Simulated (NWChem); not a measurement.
System: C3H8S; SMILES CCSC

Here is an NWChem input.

```
start job
memory heap 200 mb stack 900 mb global 1100 mb
geometry units angstroms noautoz
  C      0.468495     1.850267     0.320238
  C     -0.436830     0.946978    -0.517251
  S     -0.679251    -0.746858     0.152885
  C      0.975585    -1.467977    -0.130032
  H      0.529145     2.849425    -0.129783
  H      0.083217     1.954059     1.339456
  H      1.487990     1.454790     0.382778
  H     -1.448358     1.363811    -0.571415
  H     -0.069130     0.864461    -1.547020
  H      1.748397    -0.966637     0.459503
  H      1.243104    -1.437047    -1.191326
  H      0.921175    -2.513037     0.186588
end
basis spherical
  * library def2-svpd
end
dft
  xc xcamb88 1.00 lyp 0.81 vwn_5 0.19 hfexch 1.00
  cam 0.33 cam_alpha 0.19 cam_beta 0.46
  iterations 150
end
tddft
  cis
  nroots 6
  notriplet
end
task tddft energy
```

NWChem printed, in part:

```
             Northwest Computational Chemistry Package (NWChem) 7.3.0
             --------------------------------------------------------

 C1  symmetry detected

                             Geometry "geometry" -> ""
                             -------------------------

 Output coordinates in angstroms (scale by  1.889725989 to convert to a.u.)

  No.       Tag          Charge          X              Y              Z
 ---- ---------------- ---------- -------------- -------------- --------------
    1 C                    6.0000     0.47987010     1.86489688     0.29946464
    2 C                    6.0000    -0.44337606     0.94937051    -0.50450067
    3 S                   16.0000    -0.66540661    -0.73649452     0.19227198
    4 C                    6.0000     0.98378304    -1.45763120    -0.12184939
    5 H                    1.0000     0.52718740     2.85850037    -0.16424562
    6 H                    1.0000     0.11921883     1.98056409     1.32638674
    7 H                    1.0000     1.50152360     1.47235292     0.34208778
    8 H                    1.0000    -1.45691238     1.36338962    -0.53920935
    9 H                    1.0000    -0.10060459     0.85480868    -1.54180599
   10 H                    1.0000     1.76949067    -0.94738399     0.44245815
   11 H                    1.0000     1.22536702    -1.43935608    -1.18963740
   12 H                    1.0000     0.93957267    -2.49878044     0.20892664

 Effective nuclear repulsion energy (a.u.)     169.3903235589

                                 NWChem DFT Module
                                 -----------------

 Summary of "ao basis" -> "ao basis" (spherical)
 ------------------------------------------------------------------------------
       Tag                 Description            Shells   Functions and Types
 ---------------- ------------------------------  ------  ---------------------
 C                         def2-svpd                 8       20   4s2p2d
 S                         def2-svpd                11       27   5s4p2d
 H                         def2-svpd                 4        8   2s2p

            General Information
            -------------------
          SCF calculation type: DFT
          Wavefunction type:  closed shell.
          No. of atoms     :    12
          No. of electrons :    42
           Alpha electrons :    21
            Beta electrons :    21
          Charge           :     0
          Spin multiplicity:     1
          Use of symmetry is: off; symmetry adaption is: off
          Maximum number of iterations: 150
          AO basis - number of functions:   151
                     number of shells:    67
          Convergence on energy requested:  1.00D-06
          Convergence on density requested:  1.00D-05
          Convergence on gradient requested:  5.00D-04

              XC Information
              --------------
                     Hartree-Fock (Exact) Exchange  1.000
                   CAM-Becke88 Exchange Functional  1.000
                      VWN V Correlation Functional  0.190 local
              Lee-Yang-Parr Correlation Functional  0.810

           Range-Separation Parameters
           ---------------------------
           Alpha           :  0.19
           Beta            :  0.46
           Gamma           :  0.33
           Short-Range HF  :     F

             Grid Information
             ----------------
          Grid used for XC integration:  medium
          Radial quadrature: Mura-Knowles
          Angular quadrature: Lebedev.
          Tag              B.-S. Rad. Rad. Pts. Rad. Cut. Ang. Pts.
          ---              ---------- --------- --------- ---------
          C                   0.70       49          12.0       434
          S                   1.00       88          11.0       590
          H                   0.35       45          13.0       434
          Grid pruning is: on
          Number of quadrature shells:   595
          Spatial weights used:  Erf1

      Superposition of Atomic Density Guess
      -------------------------------------

 Sum of atomic energies:        -514.22109011

      Non-variational initial energy
      ------------------------------

 Total energy =    -516.584439
 1-e energy   =   -1040.360131
 2-e energy   =     354.385368
 HOMO         =      -0.268596
 LUMO         =       0.042438

[...]

                                NWChem TDDFT Module
                                -------------------

            General Information
            -------------------
           No. of orbitals :     302
            Alpha orbitals :     151
             Beta orbitals :     151
        Alpha frozen cores :       0
         Beta frozen cores :       0
     Alpha frozen virtuals :       0
      Beta frozen virtuals :       0
         Spin multiplicity :       1
    Number of AO functions :     151
        Use of symmetry is : off
      Symmetry adaption is : off
         Schwarz screening :  0.10D-07

              XC Information
              --------------
              Hartree-Fock (Exact) Exchange   1.00
            CAM-Becke88 Exchange Functional   1.00
               VWN V Correlation Functional   0.19 local
       Lee-Yang-Parr Correlation Functional   0.81
           Alpha           :  0.19
           Beta            :  0.46
           Gamma           :  0.33

             TDDFT Information
             -----------------
          Calculation type : Tamm-Dancoff TDDFT
         Wavefunction type : Restricted singlets
          No. of electrons :      42
           Alpha electrons :      21
            Beta electrons :      21
              No. of roots :       6
          Max subspacesize :    5200
            Max iterations :     100
               Target root :       1
           Target symmetry : none
      Symmetry restriction : off
                 Algorithm : Optimal
        Davidson threshold :  0.10D-03

    6 smallest eigenvalue differences (eV)
--------------------------------------------------------
  No. Spin  Occ  Vir  Irrep   E(Occ)    E(Vir)   E(Diff)
--------------------------------------------------------
    1    1   21   22 a        -0.281     0.048     8.964
    2    1   21   23 a        -0.281     0.053     9.085
    3    1   21   24 a        -0.281     0.066     9.460
    4    1   21   25 a        -0.281     0.075     9.692
    5    1   21   26 a        -0.281     0.097    10.298
    6    1   21   27 a        -0.281     0.105    10.509
--------------------------------------------------------

  Entering Davidson iterations
  Restricted singlet excited states

  Iter   NTrls   NConv    DeltaV     DeltaE      Time
  ----  ------  ------  ---------  ---------  ---------
    1      6       0     0.50E-01   0.10+100       42.4
    2     12       0     0.28E-01   0.11E-01       42.7
    3     18       0     0.25E-01   0.41E-02       42.7
    4     24       0     0.12E-01   0.21E-02       42.6
    5     30       0     0.52E-02   0.30E-03       42.8
    6     36       2     0.14E-02   0.37E-04       42.9
    7     40       3     0.36E-03   0.24E-05       40.6
    8     43       6     0.99E-04   0.17E-06       39.7
  ----  ------  ------  ---------  ---------  ---------
  Convergence criterion met

  Ground state a        -517.054882622699 a.u.

  ----------------------------------------------------------------------------
  Root   1 singlet a              0.201422144 a.u.                5.4810 eV
  ----------------------------------------------------------------------------
     Transition Moments    X  0.00686   Y -0.03894   Z -0.01482
     Dipole Oscillator Strength                    0.0002394748
     Electric Quadrupole                           0.0000000057
     Magnetic Dipole                               0.0000008282
     Total Oscillator Strength                     0.0002403087

     Occ.   21  a   ---  Virt.   22  a       -0.54991
     Occ.   21  a   ---  Virt.   23  a        0.69956
     Occ.   21  a   ---  Virt.   24  a        0.10845
     Occ.   21  a   ---  Virt.   26  a       -0.18977
     Occ.   21  a   ---  Virt.   27  a       -0.16716
     Occ.   21  a   ---  Virt.   28  a        0.12031
     Occ.   21  a   ---  Virt.   30  a        0.29537
     Occ.   21  a   ---  Virt.   33  a        0.12012
     Occ.   21  a   ---  Virt.   41  a        0.06201
  ----------------------------------------------------------------------------
  Root   2 singlet a              0.224590101 a.u.                6.1114 eV
  ----------------------------------------------------------------------------
     Transition Moments    X  0.21352   Y  0.31725   Z  0.32591
     Dipole Oscillator Strength                    0.0377991596
     Electric Quadrupole                           0.0000003093
     Magnetic Dipole                               0.0000007834
     Total Oscillator Strength                     0.0378002524

     Occ.   21  a   ---  Virt.   22  a       -0.67779
     Occ.   21  a   ---  Virt.   23  a       -0.53192
     Occ.   21  a   ---  Virt.   24  a        0.39596
     Occ.   21  a   ---  Virt.   25  a        0.22080
     Occ.   21  a   ---  Virt.   26  a        0.11489
     Occ.   21  a   ---  Virt.   27  a        0.16574
  ----------------------------------------------------------------------------
  Root   3 singlet a              0.236881154 a.u.                6.4459 eV
  ----------------------------------------------------------------------------
     Transition Moments    X  0.00132   Y  0.06542   Z -0.22595
     Dipole Oscillator Strength                    0.0087384389
     Electric Quadrupole                           0.0000000142
     Magnetic Dipole                               0.0000003196
     Total Oscillator Strength                     0.0087387727

[...]
```

Level: CAM-B3LYP/def2-SVPD, TDA. Coordinates come from a B3LYP/6-31G* (spherical d) optimisation.
